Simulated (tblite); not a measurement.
Species: C3H9FSi2.
SMILES with atom numbers: `[F:1][Si@H:2]1[CH2:3][CH2:4][CH2:5][SiH2:6]1` (hydrogens: H7 on Si2; H8, H9 on C3; H10, H11 on C4; H12, H13 on C5; H14, H15 on Si6)

Structure used (GFN2-xTB), in Å, numbered top down from 1:
```xyz
15
C3H9FSi2 angstrom
F     -1.7902    2.3027   -0.5181
Si    -1.0387    1.2588    0.4750
C     -1.3129   -0.5077   -0.2024
C     -0.0431   -1.3287    0.0402
C      1.2077   -0.6060   -0.4712
Si     1.2527    1.1721    0.2439
H     -1.7461    1.4987    1.7294
H     -2.1666   -1.0171    0.2452
H     -1.5076   -0.4593   -1.2764
H      0.0638   -1.5124    1.1135
H     -0.1322   -2.3046   -0.4469
H      1.1691   -0.5640   -1.5619
H      2.0950   -1.1854   -0.2156
H      1.9412    2.0763   -0.6836
H      2.0034    1.1847    1.5069
```

Level: GFN2-xTB in tblite, geometry and Hessian alike; calculated harmonic values, unscaled, isolated species. Against measured fundamentals such values can be off by several per cent, at times by over 20. Modes of hydrogen on silicon can be 10 to 20 % off. One conformer, not necessarily the lowest.

Harmonic wavenumbers (cm⁻¹): 76.7, 144.0, 189.4, 248.7, 290.0, 395.7, 434.4, 459.6, 529.7, 562.2, 630.1, 667.0, 683.5, 693.5, 750.8, 785.1, 801.6, 811.9, 947.8, 955.0, 1044.8, 1104.0, 1136.5, 1214.8, 1272.3, 1294.3, 1341.5, 1478.9, 1486.8, 1512.6, 2199.7, 2221.6, 2264.1, 2934.6, 2957.5, 2961.8, 2969.1, 2989.9, 2992.5.

A = 3165, B = 1928, C = 1370 MHz; mass 120.023 u (most abundant isotopes); point group C1, symmetry number 1.

Question: What is the zero-point energy?

Answer: Half the sum of the wavenumbers: 24217 cm⁻¹ = 69.24 kcal/mol.

Question: Give the ideal-gas entropy at 200 K and 1 bar in the rigid-rotor, harmonic-oscillator model (classical rotation).

Answer: Translation 38.30, rotation 26.85, vibration 10.84: S = 76.0 cal/(mol K).

Question: And Cp and H(200 K) − H(0)?

Answer: Cp = 23.30 cal/(mol K), of which vibrations give 15.35 (their classical limit is 39 R = 77.5); H(200 K) − H(0) = 2.91 kcal/mol without the zero-point energy, 1.32 from vibrations.

Question: Blend soft modes into free rotors: weight 1/[1 + (100 cm⁻¹/ν̃)⁴] for the oscillator and the rest for a rotor with moment μB/(μ + B), μ = h/(8π²ν), B = 10⁻⁴⁴ kg m². What vibrational entropy results?

Answer: 10.56 cal/(mol K) in place of 10.84, which changes −T·S at 200 K by +0.06 kcal/mol.

Question: How do the functions run with temperature in this model?

Answer: 
```
 T (K)  S (cal/(mol K))  Cp (cal/(mol K))  H − H(0) (kcal/mol)  G − H(0) (kcal/mol)  ln q(vib)
   150             70.0              18.6                 1.86                -8.64       1.35
   250             81.7              28.1                 4.19               -16.24       3.00
298.15             87.0              32.5                 5.65               -20.30       3.88
   400             97.8              40.7                 9.40               -29.72       5.83
   600            116.7              52.5                18.80               -51.21       9.77
   900            140.2              63.5                36.34               -89.88      15.45
```

q(vib) and H(0) count from the zero-point level.

Question: What must be added to the electronic energy to get the Gibbs energy at 200 K and 1 bar?

Answer: ZPE + [H(200 K) − H(0)] − T·S = 69.24 + 2.91 − 15.20 = 56.95 kcal/mol.

Question: Which modes carry the vibrational entropy at 200 K?

Answer: 76.7 cm⁻¹: 3.19; 144.0 cm⁻¹: 2.00; 189.4 cm⁻¹: 1.52; 248.7 cm⁻¹: 1.08; 290.0 cm⁻¹: 0.85; 395.7 cm⁻¹: 0.47 cal/(mol K); the other 33 give 1.73 together.

Hindered rotation and anharmonicity are outside this model. Other conformers, if any are populated, would add a mixing term that is left out. The structure is chiral; the term R ln 2 for an equal mix with its mirror image is left out.
